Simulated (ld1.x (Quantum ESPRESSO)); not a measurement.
## tin: one change to a TM semilocal potential, before and after

tin, norm-conserving Troullier–Martins (semilocal form), made with ld1.x (Quantum ESPRESSO) 7.5 (PBEsol, scalar-relativistic). Core [Kr], reference 4d10 5s2 5p2. Waves: 5p (bound): rc 2.55 bohr; 4d (bound): rc 1.45 bohr; 5s (bound): rc 2.15 bohr. Local part: the s channel. Core correction: Bessel-smoothed model core inside 1.30 bohr.

All-electron outer shells of the reference configuration (PBEsol, scalar-relativistic, ld1.x):

| shell | level (eV) | outermost node (bohr) | outermost maximum (bohr) |
| --- | --- | --- | --- |
| 4s | -133.74 | 0.40 | 0.74 |
| 4p | -89.56 | 0.41 | 0.79 |
| 4d | -25.79 | 0.39 | 0.88 |
| 5s | -10.59 | 0.98 | 2.01 |
| 5p | -3.71 | 1.09 | 2.55 |

Change: wave 5p (bound): rc 2.55 bohr becomes 5p (bound): rc 3.12 bohr.

Cutoffs: the cutoffs (Ry, on a coarse ladder) from which the occupation-weighted sum of valence levels, in a spherical-Bessel basis at the reference potential, stays within 10 and 1 mRy of its value at 400 Ry; they do not see the model core or the augmentation charge, which bear on the density cutoff. Errors are all-electron minus pseudo energies relative to the spin-unpolarised reference configuration.

Q: What does the change do?

A: The potential gets neither clearly harder nor softer (90 Ry and 140 Ry → 90 Ry and 140 Ry); of the 7 tests that both files solve, the error grows in 3 and shrinks in 2 by more than 15 % and 0.3 meV (median size 7.7 → 19.3 meV); neither file shows a bound ghost. A semilocal file is local in each channel, so a ghost entry of none says nothing of the separable form that plane-wave codes build from it.

```csv
quantity,base,changed
"cutoff, loose",90 Ry,90 Ry
"cutoff, tight",140 Ry,140 Ry
bound ghosts,none,none
"error for 4d10 5s2 5p1, meV [ΔE 6.90 eV]",-1.2,-1.3
"error for 4d10 5s2 5p0, meV [ΔE 20.87 eV]",-7.7,-19
"error for 4d10 5s1 5p0, meV [ΔE 51.88 eV]",-25,-60
"error for 4d10 5s2 5p1.5, meV [ΔE 2.63 eV]",-0.5,-0.3
"error for 4d10 5s1 5p3, meV [ΔE 7.01 eV]",-2.2,+4.2
"error for 4d9 5s2 5p3, meV [ΔE 24.40 eV]",-219,-155
"error for 4d9 5s2 5p2, meV [ΔE 32.65 eV]",-166,-110
```
